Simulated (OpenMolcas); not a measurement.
## O III: effect of the basis set

* Program: OpenMolcas
* Method: MS-RASPT2, IPEA 0.25 Eh, imaginary shift 0.1 Eh (closed shells correlated: 1s)
* Active space: 4 electrons in 9 orbitals (RAS2 2s 2p; RAS3 3d, at most 2 electrons)
* State averaging: 2S+1 = 3 even, 6 roots; 2S+1 = 1 even, 11 roots; 2S+1 = 5 odd, 1 root; 2S+1 = 3 odd, 9 roots; 2S+1 = 1 odd, 8 roots
* Spin-orbit coupling: state interaction with AMFI integrals over the reference wave functions, term energies averaged over their components

A. ANO-RCC-VTZP [4s3p2d1f], DKH2, point nucleus; CASPT2 step about 16 core-seconds
B. ANO-R2 [4s4p2d1f], X2C, finite nucleus; CASPT2 step about 16 core-seconds
C. ANO-RCC-VQZP [5s4p3d2f1g], DKH2, point nucleus; CASPT2 step roughly 30 core-seconds
D. ANO-RCC [8s7p4d3f2g], DKH2, point nucleus; CASPT2 step of the order of 27 core-seconds

Energies in cm-1 above 2s2 2p2 3P0, the measured ground level; measured values from Moore, Selected Tables of Atomic Spectra, NSRDS-NBS 3, section 11.

```json
{"Level": "2s2 2p2 3P0", "A": "0.0", "B": "0.0", "C": "0.0", "D": "0.0", "Measured": "0.0"}
{"Level": "2s2 2p2 3P1", "A": "106", "B": "102", "C": "103", "D": "104", "Measured": "113"}
{"Level": "2s2 2p2 3P2", "A": "312", "B": "303", "C": "304", "D": "308", "Measured": ""}
{"Level": "2s2 2p2 1D2", "A": "20980", "B": "20860", "C": "20700", "D": "20560", "Measured": "20273"}
{"Level": "2s2 2p2 1S0", "A": "44340", "B": "43970", "C": "43730", "D": "43470", "Measured": "43186"}
{"Level": "2s 2p3 5S* 2", "A": "59080", "B": "58940", "C": "59070", "D": "59460", "Measured": "60325"}
{"Level": "2s 2p3 3D* 1", "A": "120360", "B": "119980", "C": "119800", "D": "119860", "Measured": ""}
{"Level": "2s 2p3 3D* 2", "A": "120360", "B": "119980", "C": "119810", "D": "119860", "Measured": ""}
{"Level": "2s 2p3 3D* 3", "A": "120360", "B": "119980", "C": "119810", "D": "119860", "Measured": ""}
{"Level": "2s 2p3 3P* 0", "A": "143520", "B": "143000", "C": "142690", "D": "142580", "Measured": ""}
{"Level": "2s 2p3 3P* 1", "A": "143520", "B": "143000", "C": "142690", "D": "142580", "Measured": ""}
{"Level": "2s 2p3 3P* 2", "A": "143520", "B": "143010", "C": "142690", "D": "142580", "Measured": ""}
{"Level": "2s 2p3 1D* 2", "A": "188720", "B": "188050", "C": "187750", "D": "187430", "Measured": "187054"}
{"Level": "2s 2p3 3S* 1", "A": "199000", "B": "198340", "C": "198170", "D": "197740", "Measured": "197088"}
{"Level": "2s 2p3 1P* 1", "A": "213760", "B": "212950", "C": "212440", "D": "211930", "Measured": "210462"}
```

Deviations, from unrounded energies. A percentage is the sum of absolute deviations over the sum of measured energies, with the sign that they share, or ± where signs differ.

```csv
Against measurement,Levels,A,B,C,D
mean absolute deviation (cm-1),7,1400,1100,860,560
fine structure of the ground term (%),1,-6.7,-9.4,-9.0,-7.9
other terms of the ground configuration (%),2,+2.9,+2.2,+1.5,+0.9
other configurations (%),4,±1.2,±0.9,±0.8,±0.5
```

D lies closest to measurement on these levels and A furthest from it. The largest miss of D in the table is 2s 2p3 1P* 1, by +1500 cm-1. The ranking rests on the paired levels alone, and a cruder setting can come out closer through cancelling errors.

Among A to D the level of the table that moves most is 2s 2p3 1P* 1, by 1800 cm-1 (lowest in D, highest in A). Moves below CASPT2's spread within the term are not significant.

CASPT2 breaks the degeneracy within a term, and the mean is taken; among the terms shown or strongly mixed into the levels shown the widest spread is 34 cm-1 (2s 2p3 3D*, B). Active for correlation alone: 3d; no level in the range computed is led by a configuration that fills it, so any true level of that kind is missing. Computed and measured levels are paired by configuration, term and J; levels that our copy of the source lacks, or whose pairing is in doubt (as where it misses far off the trend of its configuration), stay unpaired and out of the deviations. Only configurations of the active space appear. The table leaves out levels that lie high or whose names do not pair safely across all columns.

* marks odd parity.
